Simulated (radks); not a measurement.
Question: Pm3+, configuration [Xe] 4f4. All-electron calculation, Dirac Kohn-Sham, PBE, spin-unpolarised, spherical densities, finite nucleus; open shells fill j = l - 1/2 first; Fermi nuclear charge, rms radius 4.962 fm. Program: a radial shooting solver on a logarithmic mesh with Libxc functionals. Some entries of the table are withheld. Estimate them.

| orbital | occ. | eigenvalue (Ry) | <1/r> (bohr^-1) |
|---|---|---|---|
| 1s1/2 | 2 | -3307.783 | (1) |
| 2s1/2 | 2 | -539.4631 | 15.99 |
| 2p1/2 | 2 | -510.9940 | 15.97 |
| 2p3/2 | 4 | -469.8216 | 14.29 |
| 3s1/2 | 2 | -119.4562 | 5.803 |
| 3p1/2 | 2 | -107.2467 | 5.717 |
| 3p3/2 | 4 | -98.96894 | 5.296 |
| 3d3/2 | 4 | -77.74287 | 5.168 |
| 3d5/2 | 6 | -75.94946 | 5.062 |
| 4s1/2 | 2 | -25.57491 | 2.418 |
| 4p1/2 | 2 | (2) | 2.313 |
| 4p3/2 | 4 | (3) | 2.172 |
| 4d3/2 | 4 | -11.45493 | 1.955 |
| 4d5/2 | 6 | -11.13081 | 1.920 |
| 5s1/2 | 2 | (4) | 0.9463 |
| 5p1/2 | 2 | (5) | 0.8434 |
| 5p3/2 | 4 | (6) | 0.7962 |
| 4f5/2 | 4 | -2.33723 | 1.395 |
| 4f7/2 | 0 | -2.29841 | 1.382 |

Answer: 
(1) 1s1/2 <1/r> (bohr^-1): 67.42
(2) 4p1/2 eigenvalue (Ry): -20.92463
(3) 4p3/2 eigenvalue (Ry): -19.10998
(4) 5s1/2 eigenvalue (Ry): -5.08149
(5) 5p1/2 eigenvalue (Ry): -3.78742
(6) 5p3/2 eigenvalue (Ry): -3.51959
